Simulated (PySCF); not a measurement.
A structure optimised at PBE-D3(BJ)/def2-TZVPD, used in a PySCF frequency run:

```
Sn
H 1 1.7160
H 1 1.7160 2 109.47
H 1 1.7160 2 109.47 3 -120.00
H 1 1.7160 2 109.47 3 120.00
```
Charge 0, spin multiplicity 1.

Question: Write its SMILES, formula and point group.

Answer: [SnH4], H4Sn, Td

Question: What are its rotational constants (standard atomic weights)?

Answer: 63.846, 63.846, 63.846 GHz
